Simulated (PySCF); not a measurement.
Isomers of C5H4O. All species are isolated molecules in the gas phase. One relaxed conformer stands for each flexible species; it need not be the lowest. Strings in code marks are SMILES.

Calculation: ωB97X-D3(BJ)/def2-TZVP // PBE0-D3(BJ)/def2-TZVP (PySCF). All candidates: neutral, multiplicity 1. Excitations are Tamm–Dancoff values on a coarser integration grid. The basis has no diffuse functions, so Rydberg states are missing or too high.

```
Property               Result
-------------------  --------
HOMO                 -9.43 eV
T1 excitation (TDA)   5.91 eV
S1 excitation (TDA)   6.62 eV
```

Problem. Identify which member has these values.
(A) `C#COC#CC`
(B) `C#CC1=C[C@@H]1O`
(C) `c1occ2c1C2`
(D) `CC1=CC1=C=O`

Solution. A, `C#COC#CC`. The others give `CC1=CC1=C=O`: -7.43 eV, 2.15 eV, 2.53 eV; `C#CC1=C[C@@H]1O`: -9.59 eV, 3.71 eV, 4.68 eV; `c1occ2c1C2`: -9.18 eV, 4.36 eV, 6.48 eV
